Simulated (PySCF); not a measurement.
Input of a response calculation (the driver script's job line, then coordinates in Å):

```
{"job": {"kind": "uv", "xc": "PBE0", "basis": "def2-SVPD", "ip": true}, "charge": 0, "multiplicity": 1}
C     -1.460246    -0.452591     0.028578
Si     0.210854     0.232615     0.431577
O      0.407121     1.655641    -0.394281
C      1.507335    -0.984861    -0.153196
N      2.312294    -1.732439    -0.525422
H     -2.249204     0.242087     0.353949
H     -1.614649    -1.418080     0.533829
H     -1.552519    -0.605907    -1.056820
H      0.463991     0.391880     1.891111
H      1.248268     2.114911    -0.313281
```

The program printed:

```
coarse grid: 9048 points
cycle   1  E = -497.9594884987  dE =  3.587e-01  |g| = 7.347e-01  |ddm| = 3.793e+00
cycle   2  E = -497.7231950524  dE =  2.363e-01  |g| = 1.298e+00  |ddm| = 1.877e+00
cycle   3  E = -498.0627879700  dE = -3.396e-01  |g| = 2.011e-01  |ddm| = 1.221e+00
cycle   4  E = -498.0702008087  dE = -7.413e-03  |g| = 9.052e-02  |ddm| = 2.209e-01
cycle   5  E = -498.0718869407  dE = -1.686e-03  |g| = 2.446e-02  |ddm| = 9.906e-02
cycle   6  E = -498.0720269463  dE = -1.400e-04  |g| = 3.473e-03  |ddm| = 2.459e-02
cycle   7  E = -498.0720301023  dE = -3.156e-06  |g| = 9.280e-04  |ddm| = 5.057e-03
final grid: 83408 points
cycle   8  E = -498.1390381218  dE = -1.228e-05  |g| = 7.130e-03  |ddm| = 4.045e-02
cycle   9  E = -498.1390256508  dE =  1.247e-05  |g| = 1.056e-02  |ddm| = 1.563e-02
cycle  10  E = -498.1390489071  dE = -2.326e-05  |g| = 1.789e-03  |ddm| = 9.367e-03
cycle  11  E = -498.1390496048  dE = -6.978e-07  |g| = 4.056e-04  |ddm| = 1.623e-03
cycle  12  E = -498.1390496376  dE = -3.272e-08  |g| = 1.029e-04  |ddm| = 4.466e-04
cycle  13  E = -498.1390496398  dE = -2.237e-09  |g| = 2.426e-05  |ddm| = 1.112e-04
cycle  14  E = -498.1390496400  dE = -1.655e-10  |g| = 3.641e-06  |ddm| = 3.849e-05
converged SCF energy = -498.1390496400

Static polarisability (au): isotropic 56.391, principal 48.464 53.730 66.979

Singlet excitations
state   eV       nm        f      main configurations
  1   6.8081    182.1   0.00257   H->L 0.71, H-3->L 0.10
  2   7.2031    172.1   0.00222   H-1->L 0.54, H->L 0.16, H-1->L+1 0.08
  3   7.3175    169.4   0.01058   H-2->L 0.41, H->L+1 0.27, H-2->L+1 0.14
  4   7.4063    167.4   0.00166   H-2->L+1 0.38, H-1->L 0.21, H-1->L+1 0.20
  5   7.7457    160.1   0.00260   H-3->L 0.68, H-1->L+1 0.09
  6   7.8184    158.6   0.01120   H-1->L+1 0.32, H-2->L+1 0.28, H->L+1 0.21
  7   8.1886    151.4   0.11261   H-3->L+1 0.42, H->L+1 0.32, H-1->L+1 0.10
  8   8.3348    148.8   0.02294   H-4->L 0.76
  9   8.6087    144.0   0.00161   H->L+2 0.83
 10   8.7924    141.0   0.12101   H-4->L+1 0.23, H-1->L+2 0.23, H-1->L+1 0.12

Triplet excitations (Tamm-Dancoff, eV): 5.6940 6.1785 6.2292 6.5631
Vertical ionisation energy (delta-SCF) = 11.4072 eV
```

Computed, not measured: TDDFT PBE0/def2-SVPD, vertical, gas phase, core orbitals frozen in the response in PySCF 2.14.0, density-fitted response routines. Geometry: PBE0-D3(BJ)/def2-SVP, one conformer, isolated molecule.

What is the gap between the lowest singlet and the lowest triplet?

6.8081 − 5.6940 = 1.1141 eV (full response against Tamm–Dancoff).

Which orbital energies lie behind H and L?

HOMO -9.35 eV and LUMO -0.83 eV, a gap of 8.52 eV; state 1 differs from that by -1.71 eV.

Give the mean polarisability in Å³.

56.39 au × 0.148185 = 8.36 Å³.

What is the total energy of state 3 at this geometry?

-498.13905 + 0.26891 = -497.87014 hartree.

What is the polarisability anisotropy, √(½[(α1 − α2)² + (α2 − α3)² + (α3 − α1)²])?

16.52 au.

Write the structure that the coordinates describe.

`C[Si@H](O)C#N` (C2H5NOSi), point group C1.

The SCF starts on a coarse grid; the energy jumps when the final grid takes over, and dE counts afresh there. H and L stand for HOMO and LUMO.

Shape of the structure used: `[CH3:1][Si@H:2]([OH:3])[C:4]#[N:5]`: H–O3–Si2–C1 -178°.
